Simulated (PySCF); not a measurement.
CH7NSSi, SMILES [SiH2](SC)N, GFN2-xTB optimised geometry.

```
11

C      2.11     0.16     1.55
S      1.79    -0.74     0.00
Si    -0.35    -0.74     0.00
N     -0.82     0.92     0.00
H      1.59     1.12     1.53
H      1.77    -0.43     2.39
H      3.18     0.32     1.61
H     -0.84    -1.28     1.26
H     -0.68    -1.56    -1.16
H     -1.79     1.16     0.06
H     -0.34     1.56    -0.61
```

Density from PBE0/def2-TZVP (PySCF) at that geometry.

Minimum of the electron density along straight lines between bonded atoms, close to the bond critical point (lines longer than 1.1 times the sum of covalent radii, or with two minima, are not listed):

```tsv
bond	length / Å	ρ at the minimum / e bohr⁻³	∇²ρ there / e bohr⁻⁵	position (fraction from the first atom)
C1–S2	1.820	0.177	[?]	0.47
S2–Si3	2.146	0.099	0.10	0.64
Si3–N4	1.720	0.133	[?]	0.40
C1–H5	1.085	0.284	-1.00	0.65
C1–H6	1.085	0.283	-0.99	0.65
C1–H7	1.085	0.283	-0.99	0.65
Si3–H8	1.457	0.127	0.18	0.49
Si3–H9	1.457	0.128	0.18	0.49
N4–H10	1.007	0.337	-1.66	0.74
N4–H11	1.009	0.336	-1.66	0.74
```

Fill in the missing entries.


- C1–S2, ∇²ρ there / e bohr⁻⁵: -0.28
- Si3–N4, ∇²ρ there / e bohr⁻⁵: 0.57
